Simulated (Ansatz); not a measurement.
BrH$_{4}$NSeSi, SMILES `N[SiH]([SeH])Br`, 8 atoms. Charge 0, multiplicity 1. Correlated methods include outer-core shells of Br, Se, which these sets cover unevenly. Scalar relativity is left out up to krypton. All runs use 4 threads of an Arm Neoverse V1 on a shared host. Correlated methods freeze the cores.

(1) Give the basis size and wall time and peak host memory of each of these runs in Ansatz. RKS PBE0-D4/def2-QZVPP energy; RKS BLYP-D4/def2-TZVPP energy; RKS SPW92 (LDA)/def2-TZVPP energy; RKS r2SCAN0-D4/def2-TZVPP energy; RHF-MP2/def2-QZVPP energy; RKS PBE0-D4/def2-TZVP frequencies; RKS PBE-D4/def2-TZVPP energy and forces; RKS PBE0-D4/def2-TZVP relaxation (10 steps); RHF-CCSD(T)/def2-SVP energy; RKS ωB97M-V/def2-SVP energy; RKS PBE0-D4/def2-SVP energy; RKS ωB97M-V/def2-QZVPP energy. (An estimate is asked.)

Results:

(1) Ansatz gave: Other jobs shared the machine, so times are rough.

```tsv
level	job	functions	wall time	peak host memory (GiB)
RKS SPW92 (LDA)/def2-TZVPP	energy	225	1.3 s	0.31
RKS PBE0-D4/def2-SVP	energy	116	1.6 s	0.47
RKS BLYP-D4/def2-TZVPP	energy	225	2.2 s	0.33
RKS PBE-D4/def2-TZVPP	energy and forces	225	2.7 s	0.32
RKS ωB97M-V/def2-SVP	energy	116	6 s	0.47
RKS r2SCAN0-D4/def2-TZVPP	energy	225	7.5 s	0.84
RHF-CCSD(T)/def2-SVP	energy	116	9 s	0.56
RKS PBE0-D4/def2-QZVPP	energy	425	12 s	2
RKS ωB97M-V/def2-QZVPP	energy	425	25 s	2.3
RHF-MP2/def2-QZVPP	energy	425	28 s	2.3
RKS PBE0-D4/def2-TZVP	relaxation (10 steps)	188	48 s	0.64
RKS PBE0-D4/def2-TZVP	frequencies	188	2.6 min	0.64
```
